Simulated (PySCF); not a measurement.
# Diatomic cations of Cd with group 14

PBE0 with double-zeta basis sets in PySCF, for the lowest determinant that a PBE0 search found; no spin–orbit coupling. De refers to high-spin ground-configuration atoms (the charge goes to the atom of lower measured ionisation energy or higher electron affinity, which is not always the lowest computed limit). A positive dipole points towards Cd; it is taken about the centre of mass and depends on that origin.

```
 M               basis  charged atom  state (unpaired electrons)  Re (Å)  ωe (cm⁻¹)  De (eV)  μ (D)
 C  cc-pVDZ-PP/cc-pVDZ           Cd+               doublet (π ↑)   2.266        361     1.36   0.19
Si            def2-SVP           Si+               doublet (π ↑)   2.684        217     1.86  -2.07
Ge          cc-pVDZ-PP           Ge+               doublet (π ↑)   2.752        143     1.59  -0.20
Pb            def2-SVP           Pb+               doublet (π ↑)   3.015        100      n/a   1.62
```

The shortest bond is that of CdC⁺ (2.266 Å), the longest that of CdPb⁺ (3.015 Å).

The rows differ in basis set, which adds steps of its own.

Down a group the atoms grow and get heavier, so bonds lengthen and wavenumbers fall; this series shows no clear exception.

These are scalar-relativistic numbers at best; spin–orbit coupling would shift them, the dissociation energy most. For an ion De counts to the pair picked by the measured ionisation energies or electron affinities, which need not be the lowest pair at this level. States were picked by a PBE0 search and need not be the measured ground states.
